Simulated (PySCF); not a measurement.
Computed shifts of a molecule C₃H₄BrCl, HF/pcSseg-1 in PySCF, GIAO, gas phase, atoms alike by connectivity averaged where their shifts nearly agree, in ppm (number of nuclei): ¹³C: 153.7 (1), 127.0 (1), 23.4 (1). ¹H: 6.54 (1), 2.55 (3). References: ¹³C against TMS (σ = 192.6 ppm); ³⁵Cl against HCl (σ = 958.2 ppm); ¹H against TMS (σ = 31.99 ppm), references at their B3LYP-D3(BJ)/def2-TZVP geometries, non-relativistic (without spin–orbit terms, shifts of atoms bonded to Cl or Br come out too high). Coordinates come from a r2SCAN-D4/def2-SVP optimisation. Other conformers were not sampled.

Question: Which structure fits?
A) ClC1(Br)CC1
B) C/C(Cl)=C\Br
C) C/C(Br)=C\Cl
D) C/C=C(\Cl)Br

Answer: B, C/C(Cl)=C\Br
